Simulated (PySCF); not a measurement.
Stepwise substitution at one centre (In F-NH2). Isolated molecules, 0 K electronic values unless said otherwise. One relaxed conformer stands for each flexible species; it need not be the lowest. Strings in code marks are SMILES.

The HOMO–LUMO gap from two functionals at the same geometries (r2SCAN-D4/def2-TZVP), both in PySCF: PBE-D3(BJ)/def2-TZVP and r2SCAN-D4/def2-TZVP. 

```
species                                               PBE-D3(BJ)/def2-TZVP (eV)
----------------------------------------------------  -------------------------
0 of 3 F replaced by NH2                                                   4.78
1 of 3 F replaced by NH2 (`[In]([F])([F])[NH2]`)                           3.82
3 of 3 F replaced by NH2 (`[In]([NH2])([NH2])[NH2]`)                       3.86
```

**Question.** What does r2SCAN-D4/def2-TZVP give for each?

**Answer.** 
- 0 of 3 F replaced by NH2: 5.45
- 1 of 3 F replaced by NH2 (`[In]([F])([F])[NH2]`): 4.36
- 3 of 3 F replaced by NH2 (`[In]([NH2])([NH2])[NH2]`): 4.46
Over these rows, drawn at random from the members with no instability flagged (it was tested for open shells, ions and some series alone), PBE minus r2SCAN-D4: mean -0.60 eV, from -0.67 eV to -0.55 eV.
